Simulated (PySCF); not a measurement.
CH₂F₃Ga, SMILES F[C](F)([GaH2])F.

The structure is a stationary point at PBE0-D3(BJ)/def2-SVP. The structure was generated by enumeration; whether it is a known compound was not checked.

Two levels are set side by side: PBE/def2-TZVP (PySCF) and B3LYP/def2-TZVP (PySCF). Same geometry, gas phase. Differences are taken from unrounded values.

```
quantity                     B3LYP    PBE  PBE minus B3LYP
---------------------------  -----  -----  ---------------
orbital gap (eV)              5.86   4.11            -1.75
highest occupied level (eV)  -8.43  -7.16             1.27
lowest empty level (eV)      -2.57  -3.05            -0.48
dipole moment (D)             2.15   1.87            -0.28
mean polarisability (bohr³)   41.8   43.7              1.9
```

PBE's occupied levels lie high since its potential decays too fast outside the molecule; exact exchange lowers them and widens the gap. Loosely held outer electrons make PBE densities more polarisable. Differences between two approximate levels are no errors against the true value.

Rough cost on one machine, each run with all the roots and properties that it gave: B3LYP against PBE within a factor of 2.
